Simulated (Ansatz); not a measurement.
CH2AlCl2F at its PBE0-D4/def2-TZVP geometry, where that method's forces vanish. Charge 0, multiplicity 1. The bonds changed during the relaxation, so this is another structure than the one it started from.

| atom | x (Å) | y (Å) | z (Å) |
| --- | --- | --- | --- |
| F1 | -0.637 | -1.408 | -1.332 |
| C2 | 0.181 | -0.881 | -0.492 |
| Al3 | -0.342 | 0.673 | 0.777 |
| Cl4 | 1.752 | -1.433 | -0.757 |
| Cl5 | 0.164 | 1.622 | -1.145 |
| H6 | -1.896 | 0.600 | 1.067 |
| H7 | 0.778 | 0.827 | 1.882 |

Task: For each bond, give half the difference of the two atoms' forces along it (eV/Å; positive pushes the atoms apart) under PBE-D4, r2SCAN-D4, B3LYP-D4, ωB97M-V in def2-TZVPP. (Estimate.)

Result: Ansatz gave: 
```json
{"bond": "F1–C2", "length (Å)": "1.285", "PBE-D4": "0.94", "r2SCAN-D4": "0.48", "B3LYP-D4": "0.35", "ωB97M-V": "0.07"}
{"bond": "C2–Al3", "length (Å)": "2.073", "PBE-D4": "-0.44", "r2SCAN-D4": "-0.29", "B3LYP-D4": "-0.09", "ωB97M-V": "0.18"}
{"bond": "C2–Cl4", "length (Å)": "1.686", "PBE-D4": "0.41", "r2SCAN-D4": "0.28", "B3LYP-D4": "0.24", "ωB97M-V": "-0.04"}
{"bond": "Al3–Cl5", "length (Å)": "2.203", "PBE-D4": "0.22", "r2SCAN-D4": "0.06", "B3LYP-D4": "0.21", "ωB97M-V": "0.08"}
{"bond": "Al3–H6", "length (Å)": "1.582", "PBE-D4": "0.04", "r2SCAN-D4": "-0.01", "B3LYP-D4": "-0.11", "ωB97M-V": "-0.14"}
{"bond": "Al3–H7", "length (Å)": "1.581", "PBE-D4": "0.02", "r2SCAN-D4": "-0.02", "B3LYP-D4": "-0.10", "ωB97M-V": "-0.12"}
```

B3LYP here is the variant with VWN-RPA as its local correlation; programs differ in this.
